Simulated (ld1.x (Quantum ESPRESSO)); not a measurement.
# What the settings do to the PAW potential of scandium

Base potential:

| Property | Result |
| --- | --- |
| Element | Sc (Z = 21) |
| Generator | ld1.x (Quantum ESPRESSO) 7.5 |
| Type | PAW |
| Functional | PBE |
| Relativity | scalar-relativistic |
| Frozen core | [Ar] |
| Valence charge | 3 |
| Reference configuration | 3d1 4s1.75 4p0.25 |
| Partial waves | 4s (bound): rcut 2.90, rcutus 3.15 bohr; 4s channel at 0.05 Ry: rcut 2.90, rcutus 3.15 bohr; 4p (bound): rcut 3.05, rcutus 3.30 bohr; 4p channel at 2.5 Ry: rcut 3.05, rcutus 3.30 bohr; 3d (bound): rcut 1.50, rcutus 2.10 bohr; 3d channel at 0.5 Ry: rcut 1.50, rcutus 2.10 bohr |
| Local potential | all-electron potential smoothed inside 2.25 bohr (lloc = -1) |
| Core correction | Bessel-smoothed model core, default radius (core density twice the valence density) |
| Augmentation charge | PSQ, inside the norm-conserving radii |

Cutoffs, loose and tight: the cutoffs (Ry, on a coarse ladder) from which the occupation-weighted sum of valence levels, in a spherical-Bessel basis at the reference potential, stays within 10 and 1 mRy of its value at 400 Ry. They do not see the model core or the augmentation charge, which bear on the density cutoff. Test errors are all-electron minus pseudo excitation energies from the reference, over the configurations 3d1 4s2 4p0; 3d1 4s1 4p0; 3d1 4s0 4p0; 3d1 4s1 4p1; 3d1 4s0 4p1; 3d0 4s2 4p0; 3d1 4s0 4p2. A dash means not determined; rows that change the core or the reference have their own tests. The largest error is taken over the tests solved by every variant that gives reliable tests at all: 3d1 4s0 4p0; 3d1 4s0 4p1; 3d1 4s1 4p0; 3d1 4s1 4p1; 3d1 4s2 4p0.

A true bound ghost makes a file unfit for plane-wave use even where its test errors are small: the radial tests pick states by their node count and pass the ghost by.

| change | outcome | cutoff, loose | cutoff, tight | bound ghosts | largest test error (meV) |
| --- | --- | --- | --- | --- | --- |
| base | generated | 18 Ry | 25 Ry | none | -22 |
| type TM; waves now 4s (bound): rc 3.15 bohr; 4p (bound): rc 3.30 bohr; 3d (bound): rc 2.10 bohr; local potential the d channel | generated | 40 Ry | 50 Ry | s, p | -26 |
| reference 3d1 4s1 4p1 | generated | 18 Ry | 25 Ry | none | -227 over the solved tests; 1 of 7 tests not solved or not reliable |
| waves 3d (bound): rcut 1.50, rcutus 2.12 bohr; 3d channel at 0.5 Ry: rcut 1.50, rcutus 2.12 bohr | generated | 18 Ry | 21 Ry | none | -22 |
| non-relativistic | generated | 18 Ry | 25 Ry | none | -21 |
| local potential all-electron potential smoothed inside 2.70 bohr (lloc = -2) | generated | 18 Ry | 25 Ry | none | -22 |
| all radii but the core radius scaled by about 0.95 (s 3.00, p 3.14, d 2.00 bohr, rcut 2.76/2.90/1.42); local potential all-electron potential smoothed inside 2.14 bohr (lloc = -1) | failed: new_paw_hamiltonian: negative rho | – | – | – | – |
| augmentation BESSEL, radius 1.40 bohr | generated | 18 Ry | 25 Ry | none | -21 |
| local potential all-electron potential smoothed inside 2.20 bohr (lloc = -1) | generated | 18 Ry | 25 Ry | none | -22 |
| waves 4s (bound): rcut 2.36, rcutus 2.50 bohr; 4s channel at 0.05 Ry: rcut 2.36, rcutus 2.50 bohr | failed: new_paw_hamiltonian: negative rho | – | – | – | – |
| wave 4p channel at 2.5 Ry: rcut 3.05, rcutus 3.30 bohr becomes 4p channel at 7.56 Ry: rcut 3.05, rcutus 3.30 bohr | generated | 18 Ry | 25 Ry | none | -22 |
| core [Ne], valence charge 11; reference 3s2 3p6 3d1 4s1.75 4p0; waves now 3s (bound): rcut 1.95, rcutus 2.05 bohr; 4s (bound): rcut 1.95, rcutus 2.05 bohr; 3p (bound): rcut 1.70, rcutus 1.80 bohr; 4p (bound): rcut 1.70, rcutus 1.80 bohr; 3d (bound): rcut 2.35, rcutus 2.85 bohr; 3d channel at 0.5 Ry: rcut 2.35, rcutus 2.85 bohr; core correction Bessel-smoothed model core inside 0.90 bohr | generated | 25 Ry | 45 Ry | none | +2.0 over the solved tests; test run stopped at test 7 of 7 (negative rho) |
| waves 4p (bound): rcut 3.05, rcutus 3.56 bohr; 4p channel at 2.5 Ry: rcut 3.05, rcutus 3.56 bohr | generated | 18 Ry | 25 Ry | none | -22 |
